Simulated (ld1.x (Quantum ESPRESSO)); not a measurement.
## Co, TM semilocal: configuration errors across variants

ld1.x (Quantum ESPRESSO) 7.5 input, shortened:

```
&input
   title='Co', zed=27., rel=1, dft='PBE', iswitch=3,
   config='[Ar] 3d7 4s2 4p0'
 /
 &inputp
   pseudotype=1, tm=.true., lloc=1,
   nlcc=.false.
 /
3
3S  1  0   2.00   0.00  1.20  1.20  0.0
3D  3  2   7.00   0.00  1.60  1.60  0.0
3P  2  1   6.00   0.00  1.15  1.15  0.0
 &test
   configts(1)='3s2 3p6 3d7 4s2 4p0'
 /
```

Occupied shells without a wave of their own: 4s. They enter only through the test configuration that unscreens the potential.

All-electron excitation energies from the reference (eV): (1) 3s2 3p6 3d7 4s1 4p0 9.030; (2) 3s2 3p6 3d7 4s0 4p0 25.816; (3) 3s2 3p6 3d6 4s0 4p0 61.686; (4) 3s2 3p6 3d6 4s2 4p1 9.660; (5) 3s2 3p6 3d7 4s0 4p2 8.979; (6) 3s1 3p6 3d7 4s2 4p0 110.503; (7) 3s2 3p5 3d7 4s2 4p0 73.523.

In the semilocal form every listed channel keeps its own potential, so the choice of the local channel does not act on these tests. It acts once the file is put into the separable form.

A semilocal file is local in each channel, so a ghost entry of none says nothing of the separable form that plane-wave codes build from it.

For the base: The 4s level has no wave, so the channel is fitted at the deeper level alone: the likely source of the large errors.

3 further variants failed, have other tests or too few solved ones, and are left out.

The file “base” misses its own reference levels by 0.7 eV. The file “wave 3d (bound): rc 1.60 bohr becomes 3d (bound): rc 1.62 bohr” misses its own reference levels by 0.7 eV. The file “local potential the d channel” misses its own reference levels by 0.7 eV. The file “wave 3s (bound): rc 1.20 bohr becomes 3s (bound): rc 1.34 bohr” misses its own reference levels by 1.3 eV. The file “wave 3d (bound): rc 1.60 bohr becomes 3d (bound): rc 2.46 bohr” misses its own reference levels by 0.7 eV.

Errors AE − PS in meV (a dash: test not solved or not reliable):

```csv
change,(1),(2),(3),(4),(5),(6),(7),bound ghosts
base,-944,-2408,-3703,+89,-1639,-339,-199,none
wave 3d (bound): rc 1.60 bohr becomes 3d (bound): rc 1.62 bohr,-944,-2408,-3703,+89,-1639,-339,-199,none
local potential the d channel,-944,-2408,-3703,+89,-1639,-339,-199,none
wave 3s (bound): rc 1.20 bohr becomes 3s (bound): rc 1.34 bohr,-1677,-4260,-6407,+117,-2987,-393,-183,none
wave 3d (bound): rc 1.60 bohr becomes 3d (bound): rc 2.46 bohr,-958,-2527,-3889,+298,-1675,-1184,-909,none
```

Task: Give the same row for: wave 3p (bound): rc 1.15 bohr becomes 3p (bound): rc 1.18 bohr.

Result: -944, -2408, -3703, +90, -1638, -339, -199; bound ghosts: none.
